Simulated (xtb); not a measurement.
C$_{5}$H$_{15}$N$_{2}$Si (SMILES CN(C)[Si](C)N(C)C), doublet, from a rough starting geometry; xtb with GFN2-xTB.

The xtb input:
```
$ xtb mol.xyz --gfn 2 --uhf 1 --opt vtight --json

# file mol.xyz
23

C      2.29364304     0.22656789     1.57249329
N      1.26787161    -0.20645114     0.68371604
C      1.44997546    -1.44136969     0.03553436
Si    -0.17970060     0.79619987     0.45681235
C      0.32100481     2.26892215    -0.61234749
N     -1.36856496    -0.18137193    -0.27058117
C     -2.19617495     0.33463858    -1.31784077
C     -1.85848087    -1.36352394     0.33277760
H      2.13740063     1.11567256     1.99309423
H      2.54529314    -0.65131259     2.31251184
H      3.30128336     0.30751221     0.97858316
H      0.65234389    -1.64237210    -0.62018312
H      2.42919360    -1.47810090    -0.54638837
H      1.57183397    -2.26196014     0.75306970
H     -0.55329582     3.00784256    -0.69193676
H      1.07900618     2.89279831    -0.15593665
H      0.54074545     1.99846234    -1.62920566
H     -3.17964378     0.61376283    -0.86770563
H     -1.82037744     1.14301671    -1.81124135
H     -2.35596576    -0.46578075    -2.07288360
H     -2.76935084    -1.14036524     0.84144557
H     -2.03816405    -2.11501897    -0.32847343
H     -1.13621161    -1.72013130     1.05596947
```

The log (banner, timings and long lists left out):

```
   ID    Z sym.   atoms
    1    6 C      1, 3, 5, 7, 8
    2    7 N      2, 6
    3   14 Si     4
    4    1 H      9-23

           -------------------------------------------------
          |                Calculation Setup                |
           -------------------------------------------------

           -------------------------------------------------
          |                 G F N 2 - x T B                 |
           -------------------------------------------------

          ...................................................
          :                      SETUP                      :
          :.................................................:
          :  # basis functions                  53          :
          :  # atomic orbitals                  52          :
          :  # shells                           32          :
          :  # electrons                        49          :
          :  max. iterations                   250          :
          :  Hamiltonian                  GFN2-xTB          :
          :  restarted?                      false          :
          :  GBSA solvation                  false          :
          :  PC potential                    false          :
          :  electronic temp.          300.0000000     K    :
          :  accuracy                    1.0000000          :
          :  -> integral cutoff          0.2500000E+02      :
          :  -> integral neglect         0.1000000E-07      :
          :  -> SCF convergence          0.1000000E-05 Eh   :
          :  -> wf. convergence          0.1000000E-03 e    :
          :  Broyden damping             0.4000000          :
          :  net charge                          0          :
          :  unpaired electrons                  1          :
          ...................................................

 iter      E             dE          RMSdq      gap      omega  full diag
   1    -26.2005164 -0.262005E+02  0.394E+00    3.42       0.0  T
   2    -26.2363837 -0.358673E-01  0.270E+00    3.55       1.0  T
   3    -26.2353936  0.990083E-03  0.990E-01    3.59       1.0  T
   4    -26.2372700 -0.187641E-02  0.576E-01    3.72       1.0  T
   5    -26.2398689 -0.259885E-02  0.234E-01    3.70       1.0  T
   6    -26.2399405 -0.716372E-04  0.926E-02    3.71       1.0  T
   7    -26.2399505 -0.100200E-04  0.476E-02    3.71       1.0  T
   8    -26.2399517 -0.120281E-05  0.210E-02    3.71       1.0  T
   9    -26.2399518 -0.341264E-07  0.103E-02    3.71       2.0  T
  10    -26.2399519 -0.147794E-06  0.289E-03    3.71       7.2  T
  11    -26.2399519 -0.244580E-07  0.127E-03    3.71      16.4  T
  12    -26.2399519 -0.459725E-09  0.319E-04    3.71      65.3  T
  13    -26.2399519 -0.333575E-09  0.194E-04    3.71     107.4  T

   *** convergence criteria satisfied after 13 iterations ***

         :::::::::::::::::::::::::::::::::::::::::::::::::::::
         ::                     SUMMARY                     ::
         :::::::::::::::::::::::::::::::::::::::::::::::::::::
         :: total energy             -25.865630142679 Eh    ::
         :: gradient norm              0.209113341742 Eh/a0 ::
         :: HOMO-LUMO gap              3.710296190137 eV    ::
         ::.................................................::
         :: SCC energy               -26.239812515544 Eh    ::
         :: -> isotropic ES            0.025039247874 Eh    ::
         :: -> anisotropic ES          0.004329732451 Eh    ::
         :: -> anisotropic XC          0.012744269055 Eh    ::
         :: -> dispersion             -0.018081337526 Eh    ::
         :: repulsion energy           0.374182372865 Eh    ::
         :: add. restraining           0.000000000000 Eh    ::
         :: total charge               0.000000000000 e     ::
         :::::::::::::::::::::::::::::::::::::::::::::::::::::

      -----------------------------------------------------------
     |                   =====================                   |
     |                        A N C O P T                        |
     |                   =====================                   |
     |               Approximate Normal Coordinate               |
     |                Rational Function Optimizer                |
      -----------------------------------------------------------
      -----------------------------------------------------------
     |                   =====================                   |
     |                        A N C O P T                        |
     |                   =====================                   |
     |               Approximate Normal Coordinate               |
     |                Rational Function Optimizer                |
      -----------------------------------------------------------

          ...................................................
          :                      SETUP                      :
          :.................................................:
          :   optimization level         verytight          :
          :   max. optcycles                   460          :
          :   ANC micro-cycles                  20          :
          :   degrees of freedom                63          :
          :.................................................:
          :   RF solver                   davidson          :
          :   write xtbopt.log                true          :
          :   linear?                        false          :
          :   energy convergence         0.1000000E-06 Eh   :
          :   grad. convergence          0.2000000E-03 Eh/α :
          :   maxmium RF displ.          1.0000000          :
          :   Hlow (freq-cutoff)         0.1000000E-01      :
          :   Hmax (freq-cutoff)         5.0000000          :
          :   S6 in model hess.         20.0000000          :
          ...................................................

generating ANC from exact Hessian ...
Using Lindh-Hessian (1995)
[...]
 * total energy  :   -25.8973885 Eh     change       -0.1756792E-05 Eh
 * total energy  :   -25.8973901 Eh     change       -0.1536471E-05 Eh
 * total energy  :   -25.8973917 Eh     change       -0.1645150E-05 Eh
 * total energy  :   -25.8973937 Eh     change       -0.1938645E-05 Eh
 * total energy  :   -25.8973958 Eh     change       -0.2147285E-05 Eh
 * total energy  :   -25.8973978 Eh     change       -0.2030365E-05 Eh
 * total energy  :   -25.8973995 Eh     change       -0.1658473E-05 Eh
 * total energy  :   -25.8974007 Eh     change       -0.1239160E-05 Eh
 * total energy  :   -25.8974017 Eh     change       -0.9691072E-06 Eh
 * total energy  :   -25.8974025 Eh     change       -0.8431452E-06 Eh
 * total energy  :   -25.8974034 Eh     change       -0.8363628E-06 Eh
 * total energy  :   -25.8974034 Eh     change       -0.7638224E-08 Eh
   *** GEOMETRY OPTIMIZATION CONVERGED AFTER 44 ITERATIONS ***
         :: total energy             -25.897403381625 Eh    ::
[...]
        17        2.0000           -0.4576272             -12.4527
        18        2.0000           -0.4567157             -12.4279
        19        2.0000           -0.4490163             -12.2184
        20        2.0000           -0.4447072             -12.1011
        21        2.0000           -0.4174211             -11.3586
        22        2.0000           -0.3994192             -10.8687
        23        2.0000           -0.3596258              -9.7859
        24        2.0000           -0.3452066              -9.3935
        25        1.0000           -0.2666470              -7.2558 (HOMO)
        26                         -0.1269795              -3.4553 (LUMO)
        27                         -0.1252939              -3.4094
        28                         -0.0663272              -1.8049
        29                          0.0096604               0.2629
        30                          0.0246030               0.6695
        31                          0.0876115               2.3840
        32                          0.0978819               2.6635
        33                          0.1326429               3.6094
        34                          0.1487896               4.0488
        35                          0.1500660               4.0835
        36                          0.1632597               4.4425
       ...                                ...                  ...
        52                          0.6609310              17.9848
      -------------------------------------------------------------
                  HL-Gap            0.1396675 Eh            3.8005 eV
             Fermi-level           -0.2513700 Eh           -6.8401 eV

     #   Z          covCN         q      C6AA      α(0)
     1   6 C        3.745    -0.030    21.176     6.564
     2   7 N        2.636    -0.243    26.348     7.623
     3   6 C        3.722    -0.026    21.157     6.569
     4  14 Si       2.659     0.424   178.463    29.337
     5   6 C        3.648    -0.185    24.515     7.114
     6   7 N        2.635    -0.259    26.736     7.679
     7   6 C        3.736    -0.023    21.072     6.551
     8   6 C        3.744    -0.025    21.090     6.551
     9   1 H        0.925     0.026     2.648     2.545
    10   1 H        0.924     0.019     2.754     2.595
    11   1 H        0.924     0.030     2.587     2.515
    12   1 H        0.925     0.045     2.381     2.413
    13   1 H        0.924     0.029     2.601     2.522
    14   1 H        0.923     0.011     2.870     2.649
    15   1 H        0.925     0.015     2.808     2.621
    16   1 H        0.925     0.017     2.785     2.610
    17   1 H        0.925     0.030     2.589     2.516
    18   1 H        0.923     0.012     2.860     2.645
    19   1 H        0.925     0.033     2.540     2.492
    20   1 H        0.924     0.027     2.633     2.538
    21   1 H        0.924     0.018     2.761     2.599
    22   1 H        0.924     0.025     2.652     2.547
    23   1 H        0.925     0.031     2.569     2.507

 Mol. C6AA /au·bohr⁶  :       5008.844640
 Mol. C8AA /au·bohr⁸  :     134585.046363
 Mol. α(0) /au        :        116.300977

Wiberg/Mayer (AO) data.
largest (>0.10) Wiberg bond orders for each atom

 ---------------------------------------------------------------------------
     #   Z sym  total        # sym  WBO       # sym  WBO       # sym  WBO
 ---------------------------------------------------------------------------
     1   6 C    3.987 --     2 N    1.045     9 H    0.993    10 H    0.976
                            11 H    0.976
     2   7 N    3.309 --     4 Si   1.075     1 C    1.045     3 C    1.037
     3   6 C    3.986 --     2 N    1.037    12 H    0.986    14 H    0.976
                            13 H    0.975
     4  14 Si   2.984 --     2 N    1.075     6 N    1.046     5 C    0.859
     5   6 C    3.975 --    15 H    0.999    16 H    0.999    17 H    0.984
                             4 Si   0.859
     6   7 N    3.289 --     4 Si   1.046     7 C    1.043     8 C    1.042
     7   6 C    3.987 --     6 N    1.043    19 H    0.990    18 H    0.977
                            20 H    0.976
     8   6 C    3.988 --     6 N    1.042    23 H    0.991    22 H    0.977
                            21 H    0.977
     9   1 H    0.999 --     1 C    0.993
    10   1 H    1.000 --     1 C    0.976
    11   1 H    0.999 --     1 C    0.976
    12   1 H    0.998 --     3 C    0.986
    13   1 H    0.999 --     3 C    0.975
    14   1 H    1.000 --     3 C    0.976
    15   1 H    1.000 --     5 C    0.999
    16   1 H    1.000 --     5 C    0.999
    17   1 H    0.999 --     5 C    0.984
    18   1 H    1.000 --     7 C    0.977
    19   1 H    0.999 --     7 C    0.990
    20   1 H    0.999 --     7 C    0.976
    21   1 H    0.999 --     8 C    0.977
    22   1 H    0.999 --     8 C    0.977
    23   1 H    0.999 --     8 C    0.991
 ---------------------------------------------------------------------------

Topologies differ in total number of bonds
Writing topology from bond orders to xtbtopo.mol

molecular dipole:
                 x           y           z       tot (Debye)
 q only:       -0.106      -0.033       0.345
   full:       -0.026      -0.236      -0.128       0.686
molecular quadrupole (traceless):
                xx          xy          yy          xz          yz          zz
 q only:       -0.298      -0.442      -0.712       0.017       1.366       1.010
  q+dip:        1.348      -0.336      -1.075       0.311      -0.583      -0.273
   full:        1.964       0.186      -0.292       2.021      -1.194      -1.672

optimized geometry written to: xtbopt.xyz

           -------------------------------------------------
          | TOTAL ENERGY              -25.897403381625 Eh   |
          | GRADIENT NORM               0.000068154846 Eh/α |
          | HOMO-LUMO GAP               3.800546538018 eV   |
           -------------------------------------------------
```
